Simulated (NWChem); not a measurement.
Program: NWChem. System: Sb (+1), charge 1, spin multiplicity 3. Its SCF solution wasn't tested for a lower state. Level: G0W0@UBHandHLYP/def2-TZVPD with def2 effective core potentials on Sb, RI basis def2-tzvpd-rifit, no spin-orbit coupling.

Input file:

```
start mol
memory heap 200 mb stack 700 mb global 1700 mb
charge 1
geometry units angstroms nocenter noautoz
  Sb     0.000000     0.000000     0.000000
  symmetry group D2h
end
basis spherical
  * library def2-tzvpd
end
ecp
  Sb library def2-ecp
end
basis "ri basis" bse spherical
  * library def2-tzvpd-rifit
end
dft
  xc bhlyp
  odft
  mult 3
  iterations 100
  direct
  tolerances tight
end
task dft energy
gw
  states alpha occ 4 vir 2
  states beta occ 4 vir 2
end
task dft gw
```

Output (cleaned and shortened):

```
             Northwest Computational Chemistry Package (NWChem) 7.3.0
             --------------------------------------------------------

                                NWChem Input Module
                                -------------------

 Scaling coordinates for geometry "geometry" by  1.889725989
 (inverse scale =  0.529177249)

                             Geometry "geometry" -> ""
                             -------------------------

 Output coordinates in angstroms (scale by  1.889725989 to convert to a.u.)

  No.       Tag          Charge          X              Y              Z
 ---- ---------------- ---------- -------------- -------------- --------------
    1 Sb                  51.0000     0.00000000     0.00000000     0.00000000

 Effective nuclear repulsion energy (a.u.)       0.0000000000

            Nuclear Dipole moment (a.u.)
            ----------------------------
        X                 Y               Z
 ---------------- ---------------- ----------------
     0.0000000000     0.0000000000     0.0000000000

      Symmetry information
      --------------------

 Group name             D2h
 Group number             26
 Group order               8
 No. of unique centers     1

      Symmetry unique atoms

     1


 Summary of "ao basis" -> "" (spherical)
 ------------------------------------------------------------------------------
       Tag                 Description            Shells   Functions and Types
 ---------------- ------------------------------  ------  ---------------------
 *                         def2-tzvpd                 on all atoms

 Summary of "ri basis" -> "" (spherical)
 ------------------------------------------------------------------------------
       Tag                 Description            Shells   Functions and Types
 ---------------- ------------------------------  ------  ---------------------
 *                      def2-tzvpd-rifit              on all atoms

                                 NWChem DFT Module
                                 -----------------

 Summary of "ao basis" -> "ao basis" (spherical)
 ------------------------------------------------------------------------------
       Tag                 Description            Shells   Functions and Types
 ---------------- ------------------------------  ------  ---------------------
 Sb                        def2-tzvpd               18       56   7s5p4d2f

 Summary of "ao basis" -> "ao basis" (spherical)
 ------------------------------------------------------------------------------
       Tag                 Description            Shells   Functions and Types
 ---------------- ------------------------------  ------  ---------------------
 Sb                        def2-tzvpd               18       56   7s5p4d2f

      Symmetry analysis of basis
      --------------------------

        ag         15
        au          2
        b1g         4
        b1u         9
        b2g         4
        b2u         9
        b3g         4
        b3u         9

            General Information
            -------------------
          SCF calculation type: DFT
          Wavefunction type:  spin polarized.
          No. of atoms     :     1
          No. of electrons :    22
           Alpha electrons :    12
            Beta electrons :    10
          Charge           :     1
          Spin multiplicity:     3
          Use of symmetry is: on ; symmetry adaption is: on
          Maximum number of iterations: 100
          This is a Direct SCF calculation.
[...]
  ----- ------------  ---------------      ----- ------------  ---------------
     5      0.892773  1 Sb s                  3     -0.550856  1 Sb s
     2      0.508760  1 Sb s                  6      0.388832  1 Sb s
     4     -0.381171  1 Sb s                  1     -0.251643  1 Sb s

 Vector   11  Occ=0.000000D+00  E=-3.666263D-01  Symmetry=b2u
              MO Center=  1.1D-30, -9.6D-19, -3.7D-31, r^2= 2.6D+00
   Bfn.  Coefficient  Atom+Function         Bfn.  Coefficient  Atom+Function
  ----- ------------  ---------------      ----- ------------  ---------------
    18      0.565439  1 Sb py                12     -0.410049  1 Sb py
    15      0.376689  1 Sb py                21      0.232458  1 Sb py
     9     -0.064988  1 Sb py

 Vector   12  Occ=0.000000D+00  E=-3.310144D-01  Symmetry=b1u
              MO Center=  1.1D-33, -1.6D-32, -3.2D-19, r^2= 2.7D+00
   Bfn.  Coefficient  Atom+Function         Bfn.  Coefficient  Atom+Function
  ----- ------------  ---------------      ----- ------------  ---------------
    19      0.533327  1 Sb pz                13     -0.397305  1 Sb pz
    16      0.363001  1 Sb pz                22      0.282842  1 Sb pz
    10     -0.062921  1 Sb pz

 Vector   13  Occ=0.000000D+00  E=-3.310144D-01  Symmetry=b3u
              MO Center= -4.6D-19,  3.1D-35,  2.6D-33, r^2= 2.7D+00
   Bfn.  Coefficient  Atom+Function         Bfn.  Coefficient  Atom+Function
  ----- ------------  ---------------      ----- ------------  ---------------
    17      0.533327  1 Sb px                11     -0.397305  1 Sb px
    14      0.363001  1 Sb px                20      0.282842  1 Sb px
     8     -0.062921  1 Sb px

   alpha - beta orbital overlaps
   -----------------------------

   alpha      1      2      3      4      5      6      7      8      9     10
    beta      1      2      3      4      5      7      6      8      9     10
 overlap   1.000  1.000  1.000  1.000  1.000  1.000  1.000  1.000  1.000  0.998

   alpha     11     12     13     14     15     16     17     18     19     20
    beta     13     12     11     14     18     19     16     17     15     21
 overlap   0.993  0.993  0.999  0.999  0.992  0.992  0.998  0.998  0.997  0.993

   alpha     21     22     23     24     25     26     27     28     29     30
    beta     22     20     26     27     25     24     23     28     29     30
 overlap   0.993  1.000  0.992  0.992  0.998  0.998  0.996  0.998  0.999  0.999

   alpha     31     32     33     34     35     36     37     38     39     40
    beta     31     33     32     35     34     36     37     38     39     40
 overlap   0.999  1.000  1.000  1.000  1.000  0.999  0.999  0.999  1.000  1.000

   alpha     41     42     43     44     45     46     47     48     49     50
    beta     41     42     43     44     45     46     47     48     50     49
 overlap   1.000  1.000  1.000  1.000  1.000  1.000  1.000  1.000  1.000  1.000

   alpha     51     52     53     54     55     56
    beta     51     52     53     54     55     56
 overlap   1.000  1.000  1.000  1.000  1.000  1.000

     --------------------------
     Expectation value of S2:
     --------------------------
      <S2> =      2.0032 (Exact =     2.0000)

 Task  times  cpu:        2.7s     wall:        2.7s

                                NWChem Input Module
                                -------------------

                                 NWChem GW Module
                                 ----------------

                             ***********************
                             ***        GW       ***
                             ***********************

 Summary of "ri basis" -> "ri basis" (spherical)
 ------------------------------------------------------------------------------
       Tag                 Description            Shells   Functions and Types
 ---------------- ------------------------------  ------  ---------------------
 Sb                     def2-tzvpd-rifit            42      200   10s9p9d7f4g3h

                 Memory Information
                 ------------------
          Available GA per process is          1700.0 MBs
          Available stack per process is        700.0 MBs
          Available heap per process is           0.1 MBs

          Peak memory in Initialization
              Peak GA per process is                  2.5 MBs
              Peak stack per process is               0.0 MBs
              Peak heap per process is                2.7 MBs
              Memory not in MA per process            0.0 MBs

          Peak memory in AFF Calculation
              Peak GA per process is                 11.1 MBs
              Peak stack per process is               7.4 MBs
              Peak heap per process is                0.0 MBs
              Memory not in MA per process            7.4 MBs

          Computing 2-center integrals
          Computing Inverse Cholesky factor
          Computing 3-center integrals
          Computing V_xc ...

          Computing Sigma_x
          Computing RPA polarizability
          Solving quasiparticle equations

                  Alpha Orbitals
          State     Energy (eV)     Error (eV)
          -----------------------------------
@GW         9        -48.646           0.003
@GW        10        -24.946           0.002
@GW        11        -16.321           0.004
@GW        12        -16.321           0.004
@GW        13         -8.862           0.003
@GW        14         -2.996           0.005

                   Beta Orbitals
          State     Energy (eV)     Error (eV)
          -----------------------------------
@GW         7        -48.813           0.002
@GW         8        -48.273           0.003
@GW         9        -48.273           0.003
@GW        10        -23.402           0.003
@GW        11         -8.185           0.004
@GW        12         -7.246           0.004

   Applying  -1.7866 eV scissor-shift to rest of particle states

   Applying   1.6223 eV scissor-shift to rest of hole states

   Applying  -1.6645 eV scissor-shift to rest of particle states

   Applying   1.7911 eV scissor-shift to rest of hole states

     GW Timing Statistics
   ------------------------
   Init.   :          0.2s
     ERIs  :          0.3s
     Distr.:          0.0s
     Vxc   :          0.4s
   Sigma_x :          0.0s
   RPA     :          0.3s
   Wmn     :          0.0s
   Sigma_c :          0.0s
   GW total:          1.1s

 Task  times  cpu:        1.1s     wall:        1.1s

 Total times  cpu:        3.9s     wall:        3.9s
```
